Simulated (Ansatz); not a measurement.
Consider the ligand exchange at the Si–C bond: `C[Si@H](F)[C@@H](F)Cl` + `O[SiH2]O` → `C[SiH](F)O[SiH2]O` + `FCCl`.

Isolated molecules relaxed with PBE0-D4/def2-TZVP in Ansatz; ΔE leaves out vibrations. CBS: MP2 limit from def2 TZ/QZ plus the TZ coupled-cluster correction, frozen cores. This one scheme is used for every species. Functionals use def2-TZVPP. Each species was taken in one conformer, which may not be the lowest.

```
  level  ΔE (kJ/mol)
ωB97X-V       -146.8
   PBE0       -141.8
```

(1) What does CCSD(T)/CBS give? (Estimate.)

Largest T1 diagnostic among the species: 0.011.

Answers

(1) The calculation gave: -148.9 kJ/mol. The listed levels differ from it by 2.1, 7.1 kJ/mol.

In def2-TZVPP, CCSD(T) changes the Hartree–Fock value by +24.6 kJ/mol (the triples alone add +3.9 kJ/mol) and MP2 by +23.4 kJ/mol. From PBE to PBE0 (25 % exact exchange), in def2-TZVPP and without D4, ΔE moves by −9.8 kJ/mol.
